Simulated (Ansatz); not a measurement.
Relaxation of the cluster Au2Cl⁺ with RKS PBE-D4/def2-TZVP.

```sh
$ ansatz run in.yaml --threads 2 --pin off --events-out ev --progress --plain --max-ram 4352MiB
```

```yaml
crystal:
  periodic: [false, false, false]
  atoms:
    - {symbol: Au, position_ang: [-0.642570, -0.406530, 1.305630]}
    - {symbol: Au, position_ang: [-0.478430, 0.672560, -1.265990]}
    - {symbol: Cl, position_ang: [1.121000, -0.266040, -0.039630]}
basis:
  gaussian: {orbitals: def2-TZVP}
total_charge: 1
hamiltonian: {xc: pbe, dispersion: d4}
scf: {lower_state_search: "off"}
output: {orbitals: {seedname: orbitals}}
relax: {f_tol: 0.02, max_steps: 100}
```

It took 6 s on 2 threads of Arm Neoverse V2 on a shared host.

Positions (Å) and forces (eV/Å) at steps 1, 2, 3, 4 of 4:

```xyz
3
step=1 energy=-19899.8515 eV
Au   -0.643   -0.407    1.306   -0.910   -0.183    0.948
Au   -0.478    0.673   -1.266   -0.786    0.583   -0.883
Cl    1.121   -0.266   -0.040    1.695   -0.400   -0.065
3
step=2 energy=-19899.9548 eV
Au   -0.656   -0.434    1.378   -0.128   -0.001    0.076
Au   -0.483    0.705   -1.337   -0.117    0.058   -0.066
Cl    1.139   -0.270   -0.040    0.245   -0.057   -0.010
3
step=3 energy=-19899.9588 eV
Au   -0.666   -0.425    1.362   -0.044    0.006    0.012
Au   -0.494    0.700   -1.321   -0.042    0.014   -0.008
Cl    1.160   -0.275   -0.041    0.086   -0.020   -0.004
3
step=4 energy=-19899.9599 eV
Au   -0.673   -0.416    1.346    0.001    0.002   -0.004
Au   -0.504    0.695   -1.304    0.000   -0.002    0.004
Cl    1.177   -0.279   -0.042   -0.001    0.000    0.000
```

In the def2 sets Au takes a core potential; there is no spin–orbit coupling. The structure comes from a short search, and lower isomers may exist.
